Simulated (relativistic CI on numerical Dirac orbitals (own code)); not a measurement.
**Cu⁴⁺ in a cubic cluster: 3s photoemission with charge transfer**

Computed with a charge-transfer multiplet model of a cubic metal-ligand cluster with up to 3 ligand holes, Slater and spin-orbit integrals from Dirac-Coulomb-Breit ions, Slater integrals scaled by 0.7. The ground state mixes d7 with configurations of k ligand holes L, whose averages lie at kΔ + k(k − 1)U_dd/2; a core hole lowers each added d electron by U_cd. 300 K, Lorentzian 1.4 eV and Gaussian 0.8 eV FWHM.

Atomic integrals in eV (Slater integrals scaled, ζ unscaled), ground: F2dd 10.358, F4dd 6.495, zeta_d 0.120; with the core hole: F2dd 10.999, F4dd 6.926, zeta_d 0.133, G2cd 10.586.

Cluster parameters (eV): Δ = 0.2, U_dd = 8.1, U_cd = 9.6, 10Dq(ligand) = 0.9, V(eg) = 2.35, V(t2g) = -1.29, final-state hopping factor = 1.

```tsv
Case	n_d	d7	d8L	d9L2	d10L3	S
10Dq = 0.95 eV	7.71	0.36	0.57	0.07	0.00	0.62
10Dq = 1.55 eV	7.69	0.37	0.56	0.06	0.00	0.53
10Dq = 1.85 eV	7.68	0.38	0.56	0.06	0.00	0.52
10Dq = 2.15 eV	7.67	0.39	0.55	0.06	0.00	0.51
10Dq = 2.75 eV	7.64	0.42	0.53	0.05	0.00	0.51
```

Weights, n_d and S are thermal averages at 300 K. Binding energies count from the first peak over 30 % of the highest in each spectrum, which can be another peak from case to case. The parameters are a model scan and need not match a compound or its usual spin state. Peaks in eV (height, largest 100):
- 10Dq = 0.95 eV: 0.0 (100), 7.8 (43), 11.8 (18), 15.7 (10), 18.1 (10), 21.9 (7)
- 10Dq = 1.55 eV: 0.0 (100), 7.8 (42), 11.8 (18), 15.9 (11), 17.8 (11), 21.5 (6)
- 10Dq = 1.85 eV: 0.0 (100), 7.9 (42), 11.8 (19), 16.1 (12), 17.6 (11), 21.3 (6)
- 10Dq = 2.15 eV: 0.0 (100), 7.9 (42), 11.9 (19), 16.2 (13), 21.2 (6)
- 10Dq = 2.75 eV: 0.0 (100), 8.0 (42), 12.0 (19), 16.2 (15), 20.8 (7)

For the case 10Dq = 1.85 eV, Δ = 0.2 eV is smaller than U_dd = 8.1 eV, the charge-transfer side of the Zaanen-Sawatzky-Allen scheme. With the core hole the average of the configuration with one ligand hole lies at Δ − U_cd = -9.4 eV before mixing: it lies below the unscreened one, so the lowest final states are mostly screened and the unscreened weight appears at higher binding energy as a satellite.

Without intra-shell correlation the exchange splitting of the 3s hole comes out too large.
